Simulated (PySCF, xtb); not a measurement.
TiCl4, SMILES [Cl][Ti]([Cl])([Cl])[Cl], multiplicity 1.

GFN2-xTB (xtb) at its own geometry gives an orbital gap of 2.99 eV and a dipole moment of 0.00 D.

The structure is a stationary point at B3LYP-D3(BJ)/def2-SVP. The multiplicity is an assumed one; other spin states were not compared. The isomer is the one that the SMILES or the coordinates give; other isomers of the formula were not compared.

Task: What does B3LYP/def2-TZVP in PySCF give? (The exact figures need the calculation; the answer reports its results.)

Result: gap 5.34 eV (levels -9.34 and -4.00 eV), dipole 0.00 D.
